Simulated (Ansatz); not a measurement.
Reaction (redistribution): `COBCN` + `F/C=C/[SiH3]` → `NCB/C=C/F` + `CO[SiH3]`

Calculated with Ansatz (gas phase, PBE0-D4/def2-TZVP geometries, no zero-point term in ΔE). CCSD(T)/CBS is the MP2 limit (def2-TZVPP, def2-QZVPP) plus CCSD(T) − MP2 in def2-TZVPP, frozen cores. Double bonds are as drawn, so ΔE can hold a change between cis and trans. Functionals use def2-TZVPP. Each species was taken in one conformer, which may not be the lowest.

`COBCN`:

```xyz
13

C    -2.443   -0.163   -0.252
O    -1.228    0.109    0.412
B    -0.032   -0.046   -0.183
C     1.268    0.226    0.652
N     2.446    0.412   -0.186
H    -2.981   -0.942    0.294
H    -3.054    0.742   -0.261
H    -2.269   -0.495   -1.280
H     0.012   -0.425   -1.329
H     1.354   -0.606    1.379
H     1.112    1.122    1.264
H     3.297    0.398    0.361
H     2.519   -0.331   -0.870
```

`F/C=C/[SiH3]`:

Cartesian coordinates in Å:
```
F -0.313 -2.351 1.358
C -0.506 -1.217 0.680
C 0.489 -0.438 0.289
Si 0.168 1.126 -0.649
H -1.562 -1.036 0.504
H 1.500 -0.750 0.539
H 0.693 2.303 0.091
H 0.830 1.089 -1.979
H -1.300 1.274 -0.833
```

`NCB/C=C/F`:

```xyz
13

N     0.441   -1.610    1.982
C    -0.199   -0.476    1.310
B     0.171   -0.117   -0.167
C    -0.475    1.063   -0.897
C    -0.107    1.302   -2.153
F    -0.600    2.297   -2.881
H     1.446   -1.482    1.985
H     0.275   -2.458    1.453
H    -1.291   -0.613    1.366
H    -0.048    0.422    1.929
H     0.983   -0.772   -0.768
H    -1.219    1.722   -0.454
H     0.624    0.721   -2.707
```

`CO[SiH3]`:

Cartesian coordinates in Å:
```
C -0.755 -1.073 0.362
O -0.350 -0.220 -0.682
Si 0.695 1.024 -0.446
H 0.098 -1.599 0.806
H -1.442 -1.815 -0.049
H -1.275 -0.521 1.154
H 0.878 1.676 -1.763
H 2.001 0.530 0.074
H 0.149 1.998 0.542
```

```csv
level,ΔE (kJ/mol),difference from CCSD(T)/CBS
ωB97X-V,33.0,-0.9
ωB97M-V,33.4,-0.5
HF/def2-TZVPP,24.1,-9.8
MP2/def2-TZVPP,30.6,-3.3
CCSD/def2-TZVPP,33.2,-0.7
CCSD(T)/def2-TZVPP,34.3,0.4
SCS-MP2/def2-QZVPP,29.8,-4.1
HF/CBS(def2),23.6,-10.3
MP2/CBS(def2),30.2,-3.7
CCSD/CBS(def2),32.8,-1.1
CCSD(T)/CBS,33.9,0
```

Largest T1 diagnostic among the species: 0.012.

In def2-TZVPP, CCSD(T) changes the Hartree–Fock value by +10.2 kJ/mol (the triples alone add +1.1 kJ/mol) and MP2 by +6.5 kJ/mol.
